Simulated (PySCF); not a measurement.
# Polarisability and C₆ of I⁺ (iodine, charge +1)

[Kr] 4d10 5s2 5p4, high-spin 3P determinant. All numbers are calculated (PySCF 2.14, the spin-free X2C one-electron Hamiltonian (Gaussian nucleus), in aug-cc-pwCVTZ-DK3 (10s9p7d4f1g, 109 functions)). Coupled (time-dependent) response in atomic units; α is the mean over directions.

| method | mean α (bohr³) | α xx, yy, zz | C₆ (like pair) | S(−4) |
| --- | --- | --- | --- | --- |
| M06-2X | 19.69 | 19.27, 20.52, 19.27 | 166.3 | 73.93 |

S(−4) is the Cauchy moment in α(ω) = α(0) + S(−4) ω² + …

Spin-orbit coupling is absent.

α(iu) at M06-2X:

```json
{"u (hartree)": "0", "α(iu) (bohr³)": "19.69"}
{"u (hartree)": "0.0500", "α(iu) (bohr³)": "19.51"}
{"u (hartree)": "0.100", "α(iu) (bohr³)": "18.98"}
{"u (hartree)": "0.200", "α(iu) (bohr³)": "17.17"}
{"u (hartree)": "0.300", "α(iu) (bohr³)": "14.91"}
{"u (hartree)": "0.500", "α(iu) (bohr³)": "10.71"}
{"u (hartree)": "0.750", "α(iu) (bohr³)": "7.197"}
{"u (hartree)": "1.00", "α(iu) (bohr³)": "5.127"}
{"u (hartree)": "1.50", "α(iu) (bohr³)": "3.053"}
{"u (hartree)": "2.00", "α(iu) (bohr³)": "2.093"}
{"u (hartree)": "3.00", "α(iu) (bohr³)": "1.218"}
{"u (hartree)": "5.00", "α(iu) (bohr³)": "0.5847"}
```

A single London oscillator, α(iu) = α/(1 + u²/ω²), gives C₆ = (3/4) ω α². Matching the computed C₆ needs ω = 4 × 166.3 / (3 × 19.69²) = 0.572 hartree.

For an ion, C₆ is the dispersion term alone; charge-induced terms of lower order in 1/R come first.

The components differ because the open shell of this determinant is not spherical; for a pure term their mean is the scalar polarisability.
